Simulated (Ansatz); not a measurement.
Ansatz (an electronic-structure program) input (wB97X-V/def2-TZVPD):

Ansatz 0.2 input:
```yaml
crystal:
  periodic: [false, false, false]
  atoms:
    - {symbol: B, position_ang: [0.12490355, 0.00152673, 0.00165422]}
    - {symbol: F, position_ang: [-0.01234210, -0.13899340, 1.40736374]}
    - {symbol: C, position_ang: [1.41933303, 0.08265623, -0.64326073]}
    - {symbol: C, position_ang: [-1.31298531, 0.05309354, -0.71832685]}
    - {symbol: H, position_ang: [1.52675442, 0.19049945, -1.72179615]}
    - {symbol: H, position_ang: [2.36702024, 0.04248472, -0.10603574]}
    - {symbol: H, position_ang: [-1.92306983, 0.89058084, -0.35049822]}
    - {symbol: H, position_ang: [-1.89943706, -0.85615341, -0.52280112]}
    - {symbol: H, position_ang: [-1.22279289, 0.16139671, -1.80388807]}
basis:
  gaussian:
    orbitals: def2-TZVPD
hamiltonian:
  xc: {name: wB97X-V}
total_charge: -1
output: {forces: true}
```

End of the output:

```
mean field evaluation 16: about -5551.2198 eV, gradient 6.3e-5 eV
mean field -5551.21984292 eV, -204.0035664752 hartree, gradient 6.3e-5 eV, S^2 0.000000; 0 other end points of the search recorded, 0 dependent functions left out
the calculation of the forces begins
reference -5551.21984042 eV, -204.0035663834 hartree; 16, 16 occupied and 180, 180 virtual orbitals, 965 factors
Total energy: -5551.21984042 eV, -204.0035663834 hartree
Atom 0 at     0.124904     0.001527     0.001654 Å, force    -0.091974    -0.003070     0.018508 eV/Å
Atom 1 at    -0.012342    -0.138993     1.407364 Å, force    -0.009887    -0.004552     0.044793 eV/Å
Atom 2 at     1.419333     0.082656    -0.643261 Å, force     0.095935     0.001682    -0.003893 eV/Å
Atom 3 at    -1.312985     0.053094    -0.718327 Å, force    -0.100331    -0.002478     0.011356 eV/Å
Atom 4 at     1.526754     0.190499    -1.721796 Å, force    -0.005037     0.010128    -0.103363 eV/Å
Atom 5 at     2.367020     0.042485    -0.106036 Å, force     0.087848    -0.004325     0.055892 eV/Å
Atom 6 at    -1.923070     0.890581    -0.350498 Å, force    -0.000247     0.043492     0.026234 eV/Å
Atom 7 at    -1.899437    -0.856153    -0.522801 Å, force     0.000988    -0.047770     0.017231 eV/Å
Atom 8 at    -1.222793     0.161397    -1.803888 Å, force     0.022706     0.006892    -0.066757 eV/Å
Dipole moment:    -0.561524    -0.012883     0.053588 e Å
```

It need not be the lowest isomer of its formula. Whether it binds its extra electron was not tested at this geometry.
